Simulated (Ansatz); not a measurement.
Job for Ansatz (an electronic-structure program): U-PBE/def2-TZVPP on CH4Sn (SMILES [CH3][SnH]), a point of a bond scan (R = 1.430 Å). Elements past Kr take the def2 small-core potentials; no spin–orbit coupling.

Ansatz 0.2 input:
```yaml
crystal:
  periodic: [false, false, false]
  atoms:
    - {symbol: Sn, position_ang: [0.00983745, 0.25050043, 0.24518718]}
    - {symbol: H, position_ang: [-0.27478924, 1.18081759, -0.80284223]}
    - {symbol: C, position_ang: [-0.01334196, -1.45640015, -1.15807253]}
    - {symbol: H, position_ang: [0.73724523, -1.29419038, -1.93601312]}
    - {symbol: H, position_ang: [-0.98669425, -1.50317430, -1.65333226]}
    - {symbol: H, position_ang: [0.18357434, -2.40265271, -0.65672900]}
basis:
  gaussian:
    orbitals: def2-TZVPP
hamiltonian:
  xc: {name: PBE}
magnetization: {spin_polarized: true, initial_magnetization: 0}
```

The log:

```
WARN ansatz: RAYON_NUM_THREADS=1 ignored (pool sized by the plan → 1); use --threads N
Functional definition: PBE
integrals: 0.04 GiB planned
804 factors; their error is unknown
mean field: 0.47 GiB planned
mean field evaluation 1: about -6919.3465 eV, gradient 4.8e1 eV
mean field evaluation 2: about -6863.9507 eV, gradient 8.9e1 eV
mean field evaluation 4: about -6930.2867 eV, gradient 6.8e0 eV
mean field evaluation 8: about -6930.4601 eV, gradient 1.5e-1 eV
mean field evaluation 16: about -6930.4473 eV, gradient 2.0e-4 eV
mean field -6930.44731042 eV, -254.6892410319 hartree, gradient 1.2e-5 eV, S^2 0.000000; 1 other end points of the search recorded, 0 dependent functions left out
reference -6930.44735164 eV, -254.6892425468 hartree; 16, 16 occupied and 121, 121 virtual orbitals, 804 factors
Total energy: -6930.44735164 eV, -254.6892425468 hartree
```

Self-consistency was reached.

Cost: very roughly 2.9 core-seconds.
